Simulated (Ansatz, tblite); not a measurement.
Removing an electron: the cluster SiSn2⁻ (the lowest doublet isomer of a short search). Charge -1, multiplicity 2. Geometry: r2SCAN-D4/def2-TZVPD. Ansatz, gas phase; energy differences of separate SCF runs; the oxidised species is a singlet (the triplet lies 0.10 eV higher at PBE0-D4/def2-TZVPD).

| atom | x (Å) | y (Å) | z (Å) |
| --- | --- | --- | --- |
| Si1 | -0.8365 | -0.8497 | -0.6293 |
| Sn2 | 0.0929 | 1.4785 | -0.6782 |
| Sn3 | 0.7436 | -0.6289 | 1.3076 |

In the def2 sets Sn takes a core potential; there is no spin–orbit coupling. The xTB rows come from tblite. Correlated methods freeze 13 core orbitals; core or outer-core shells of Sn are correlated, in sets that lack core-valence functions. The structure comes from a short search, and lower isomers may exist.

```
               level  −HOMO (eV)  vertical IE (eV)  −LUMO (eV)  HOMO–LUMO gap (eV)                                                                                                    remarks
            GFN2-xTB           –              3.83           –                   –                                                                                                          –
   PBE-D4/def2-TZVPD       -0.09              2.13       -0.73                0.63                                      HOMO above zero (-1 doublet), restricted SCF unstable in HF (singlet)
r2SCAN-D4/def2-TZVPD        0.19              2.30       -0.90                1.09                                                                    restricted SCF unstable in HF (singlet)
  PBE0-D4/def2-TZVPD        0.69              2.25       -1.36                2.05                                                                    restricted SCF unstable in HF (singlet)
     MP2/def2-TZVPPD           –              2.04           –                   –                              restricted SCF unstable (singlet), spin-contaminated (⟨S²⟩ 0.86) (-1 doublet)
    CCSD/def2-TZVPPD           –              2.12           –                   –  large T1 (0.023) (singlet), restricted SCF unstable (singlet), spin-contaminated (⟨S²⟩ 0.86) (-1 doublet)
 CCSD(T)/def2-TZVPPD           –              2.11           –                   –  large T1 (0.023) (singlet), restricted SCF unstable (singlet), spin-contaminated (⟨S²⟩ 0.86) (-1 doublet)
```

Run but left out: HF/def2-TZVPPD (neutral singlet: restricted singlet, unstable towards broken spin symmetry).  A HOMO above zero means that the electron is unbound at that level or that self-interaction error raises the level; the energy of removing that electron tells which. HOMO and LUMO are the levels of the spin that leaves or enters (xTB has no such levels and no spin-polarisation term). Other spin states of the ions may lie lower, which would lower the ionisation energy or raise the affinity. Raw xTB energy differences between charge states are shifted by several eV; the methods need an empirical correction for them.
